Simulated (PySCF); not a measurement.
Compound: Hf(NH2)4 (singlet state).
Bonds: Hf1–N2, Hf1–N5, Hf1–N8, Hf1–N11. Hydrogens: H3, H4 on N2; H6, H7 on N5; H9, H10 on N8; H12, H13 on N11.

Computed by this run: PySCF 2.14.0, PBE0-D3(BJ)/def2-SVP geometry optimisation, gas phase, def2 core potentials past Kr; density fitting, grid level 1; the optimiser is geomeTRIC in internal coordinates, started from a GFN2-xTB structure with every atom displaced at random (about 0.03 Å).

Step 0: E = -7388.2543 eV
```
atom  x, y, z in Å  |  force x, y, z in eV/Å
Hf1     0.0721   -0.0867    0.0122   -1.949   1.856  -0.547
N2      0.0891   -0.1828    2.0267   -0.366   1.179   1.610
H3     -0.8164   -0.5255    2.4348    1.167   0.551  -0.047
H4      0.4291    0.6948    2.5346   -0.752  -1.751  -0.510
N5      1.8582   -0.0862   -0.8823    1.848   1.146  -0.164
H6      2.5830   -0.5465   -0.3384    0.349  -0.488  -0.085
H7      2.2922    0.8482   -1.0579   -0.498  -0.760  -0.215
N8     -0.7676    1.7887   -0.5710   -2.871  -2.851   4.096
H9     -0.5233    2.1081   -1.4243    1.143   1.713  -3.962
H10    -1.8451    1.7834   -0.5525    2.101   0.202   0.055
N11    -1.1844   -1.5692   -0.6060    0.599  -0.338  -1.408
H12    -1.1423   -2.3586    0.0254   -0.297  -0.613   0.107
H13    -1.0140   -1.9199   -1.5791   -0.473   0.154   1.070
```

Question: Estimate the geometry and energy of step 1. (The exact step hangs on the optimiser's Hessian estimate; all steps are aligned on step 0, rigid shifts and turns removed.)

Answer: E = -7388.8740 eV, largest force 1.070 eV/Å
```
atom  x, y, z in Å  |  force x, y, z in eV/Å
Hf1     0.0237   -0.0283    0.0033    0.635  -0.616   0.151
N2      0.0423   -0.1393    2.0922   -0.238   0.158  -0.946
H3     -0.7940   -0.5021    2.5488    0.068  -0.071   0.161
H4      0.3756    0.6477    2.6425    0.105  -0.028   0.191
N5      1.9440   -0.0312   -0.8824   -0.475   0.187   0.940
H6      2.6939   -0.5381   -0.3991   -0.148  -0.085  -0.267
H7      2.3666    0.8644   -1.1410   -0.110  -0.100  -0.171
N8     -0.7944    1.7478   -0.5772   -0.162  -0.241  -0.394
H9     -0.5207    2.1444   -1.4772    0.025   0.167   0.077
H10    -1.8110    1.7868   -0.5413   -0.134   0.289   0.089
N11    -1.1920   -1.6093   -0.6420    0.831   0.316   0.304
H12    -1.2285   -2.4201   -0.0180   -0.179   0.044  -0.098
H13    -1.0748   -1.9747   -1.5865   -0.215  -0.019  -0.037
```

The energy changes by -0.6197 eV. The first-order estimate −F·Δx gives -1.3587 eV and the mean of the old and new forces, exact on a quadratic surface, -0.6358 eV. The step makes an angle of 64° with the force vector and moves no atom by more than 0.129 Å.

The cost below is that of the whole optimisation. Time: 3.9 min of wall time; peak memory 0.48 GiB. Hardware: one thread of an Intel Xeon at 2.70 GHz, no GPU, shared host with 64 logical CPUs at a one-minute load of 59.
